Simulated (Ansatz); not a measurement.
Program: Ansatz. Geometries: PBE0-D4/def2-TZVP. ΔE: electronic, gas phase. CBS: MP2 limit from def2 TZ/QZ plus the TZ coupled-cluster correction, frozen cores. Functionals use def2-TZVPP. B3LYP here is the variant with VWN-RPA as its local correlation; programs differ in this. Each species was taken in one conformer, which may not be the lowest.

Reaction (ligand exchange at a B–N bond): `C=C([SiH3])NBF` + silanol → `FBO[SiH3]` + `C=C(N)[SiH3]`

```json
{"level": "PBE-D4", "ΔE (kJ/mol)": "-12.3"}
{"level": "ωB97X-V", "ΔE (kJ/mol)": "-16.9"}
{"level": "PBE0", "ΔE (kJ/mol)": "-15.2"}
{"level": "B3LYP", "ΔE (kJ/mol)": "-20.7"}
{"level": "CCSD/def2-TZVPP", "ΔE (kJ/mol)": "-16.1"}
{"level": "HF/def2-QZVPP", "ΔE (kJ/mol)": "-30.1"}
{"level": "HF/CBS(def2)", "ΔE (kJ/mol)": "-30.3"}
{"level": "CCSD/CBS(def2)", "ΔE (kJ/mol)": "-15.9"}
```

(1) What does CCSD(T)/CBS give? (Best estimate.)

Largest T1 diagnostic among the species: 0.013.

## Answers

(1) Ansatz gave: -14.2 kJ/mol. The listed levels differ from it by 1.9, -2.7, -1.0, -6.5, -1.9, -15.9, -16.1, -1.7 kJ/mol.

In def2-TZVPP, CCSD(T) changes the Hartree–Fock value by +14.4 kJ/mol (the triples alone add +1.7 kJ/mol) and MP2 by +15.3 kJ/mol. The D4 term adds +3.4 kJ/mol with B3LYP and +2.0 kJ/mol with PBE0; it sums over pairs of atoms, weighted by their polarisabilities, and B3LYP, whose exchange is more repulsive, gets the larger term.
